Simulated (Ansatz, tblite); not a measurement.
Forces on Ge3O3 at its r2SCAN-D4/def2-SVP geometry. Total charge 0; singlet.

The xTB rows come from tblite. Another isomer (singlet) lies 2.43 eV lower at PBE0-D4/def2-TZVP; other spin states weren't run for this one.

GFN1-xTB (tblite), largest force 1.02 eV/Å:

```xyz
6
positions Å, forces eV/Å
Ge    0.664    0.424    0.628   -0.759   -0.440   -0.264
Ge   -1.887   -0.964    0.547    0.346    0.364    0.787
Ge    1.682    0.637   -1.847   -0.068    0.021    0.341
O     0.561    1.604   -0.765   -0.146    0.092   -0.059
O    -2.810   -1.164    1.880    0.622    0.153   -0.800
O     1.790   -0.538   -0.443    0.005   -0.189   -0.006
```

GFN2-xTB (tblite), largest force 1.99 eV/Å:

```
Ge 0.142 0.131 0.343
Ge -1.288 -0.359 1.454
Ge 0.073 0.033 -0.090
O -0.138 0.081 -0.091
O 1.192 0.291 -1.565
O 0.019 -0.177 -0.051
```

PBE-D4/def2-TZVP (Ansatz), largest force 0.77 eV/Å:

```
Ge -0.134 -0.028 0.339
Ge 0.392 0.076 -0.601
Ge 0.132 0.020 -0.358
O -0.306 0.597 -0.087
O -0.444 -0.101 0.619
O 0.359 -0.564 0.087
```
